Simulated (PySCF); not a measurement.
Ionisation energy of Pd²⁴⁺ by level of theory

Pd²⁴⁺ [Ar] 3d4 [3d3/2^4, M_J = 0] → Pd²⁵⁺ [Ar] 3d3 [3d3/2^3, M_J = 3/2], as a difference of total energies. Calculation: PySCF 2.14, in an even-tempered Gaussian basis (16 s from 3.2 bohr⁻², ratio 2.8; 12 p from 4.2 bohr⁻², ratio 2.8; 8 d from 4.2 bohr⁻², ratio 2.8; 3 f from 15 bohr⁻², ratio 3); the two-component X2C-1e Hamiltonian. Correlated levels: [Ne] frozen; the 74 highest virtual spinors dropped. "Screened" scales the spin-orbit matrix elements by Boettger's factors to mimic the two-electron term; Breit and QED terms are absent.

```tsv
method	ionisation energy (eV)
GHF (spin-free)	1217.8
GMP2 (spin-free)	1218.1
GHF (screened spin-orbit)	1217.0
GMP2 (screened spin-orbit)	1217.4
```

Breit and QED terms and the two-electron picture change are absent.

The spin-free rows relax to the high-spin LS determinant and lack the spin-orbit shift.

The labels give the starting determinants; with spin-orbit coupling the two ends relaxed to ⟨J²⟩ = 1.87, ⟨L²⟩ = 4.79, ⟨S²⟩ = 4.79 and ⟨J²⟩ = 5.01, ⟨L²⟩ = 10.98, ⟨S²⟩ = 3.24.

The determinant of Pd²⁴⁺ and of Pd²⁵⁺ mixes levels of different J (the jj label is only the starting occupation), so the difference between spin-free and spin-orbit rows is not the physical spin-orbit shift.

For comparison: 1218 ± 4 eV (theoretical estimate listed by NIST; NIST Atomic Spectra Database, ionization energies).
